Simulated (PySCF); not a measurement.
# C4N4Si: core ionisation energies

C₄N₄Si.
Atom-mapped SMILES: `[N:1]#[C:2][Si:3]([C:4]#[N:5])([C:6]#[N:7])[C:8]#[N:9]`

The calculation used PySCF, delta-SCF UKS SCAN, pcX-2 on the ionised atom, pcseg-1 elsewhere, spin-free X2C. These are vertical core ionisation energies against the vacuum level, from separate self-consistent calculations with and without the core hole.

**Question.** List the computed XPS lines with their assignment.

**Answer.** 
```json
{"atom(s)": "N1/N5/N7/N9", "bonded to": "C (triple bond)", "level": "N 1s", "binding energy (eV)": "407.04", "2p1/2 (eV)": "–", "count": "4"}
{"atom(s)": "C2/C4/C6/C8", "bonded to": "N (triple bond) and Si", "level": "C 1s", "binding energy (eV)": "293.46", "2p1/2 (eV)": "–", "count": "4"}
{"atom(s)": "Si3", "bonded to": "4 C", "level": "Si 2p3/2", "binding energy (eV)": "111.04", "2p1/2 (eV)": "111.66", "count": "1"}
{"atom(s)": "Si3", "bonded to": "4 C", "level": "Si 1s", "binding energy (eV)": "1851.11", "2p1/2 (eV)": "–", "count": "1"}
```

**Question.** Which photon energy gives electrons from N 1s of N1/N5/N7/N9 a kinetic energy of 200 eV, and what is their de Broglie wavelength?

**Answer.** hν = 407.04 + 200 = 607.04 eV, recoil neglected; λ = 12.264 Å/√(E/eV) = 0.87 Å.

The first atom of each set that the bonding makes equivalent was ionised and stands for the set. 2p3/2 and 2p1/2 are the ΔSCF energy of one spin-free 2p hole plus the eigenvalues of a spin–orbit and ligand-field matrix of the shell. 2p1/2 minus 2p3/2 (ligand field included): Si 0.62 eV. Isolated species at its PBE0-D3(BJ)/def2-SVP geometry, gas phase.
